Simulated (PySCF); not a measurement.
**Polarisability and C₆ of O (oxygen, neutral)**

[He] 2s2 2p4, high-spin 3P determinant. Calculation: PySCF 2.14, in x2c-QZVPPall with one added diffuse shell each of s, p, d, f type (8s5p4d3f1g, 73 functions); the spin-free X2C one-electron Hamiltonian (Gaussian nucleus). Coupled (time-dependent) response in atomic units; α is the mean over directions.

```tsv
method	mean α (bohr³)	α xx, yy, zz	C₆ (like pair)	S(−4)
UHF	4.736	4.538, 5.134, 4.538	13.80	9.968
PBE	5.775	5.353, 6.620, 5.353	17.70	17.19
PBE0	5.369	5.039, 6.028, 5.039	16.17	13.95
revPBE	5.772	5.345, 6.626, 5.345	17.70	17.22
wB97M-V	5.513	5.170, 6.199, 5.170	16.67	15.27
```

S(−4) is the Cauchy moment in α(ω) = α(0) + S(−4) ω² + …

Reference α: 5.3 ± 0.2 bohr³ (recommended; Schwerdtfeger and Nagle, table of static dipole polarizabilities (2023 update)). Published C₆: 15.60 (Chu and Dalgarno (2004); Tang, Norbeck and Certain (1976)).

α(iu) at UHF:

```csv
u (hartree),α(iu) (bohr³)
0,4.736
0.0500,4.712
0.100,4.640
0.200,4.383
0.300,4.035
0.500,3.289
0.750,2.505
1.00,1.935
1.50,1.232
2.00,0.8458
3.00,0.4645
5.00,0.2001
```

The components differ because the open shell of this determinant is not spherical; for a pure term their mean is the scalar polarisability.
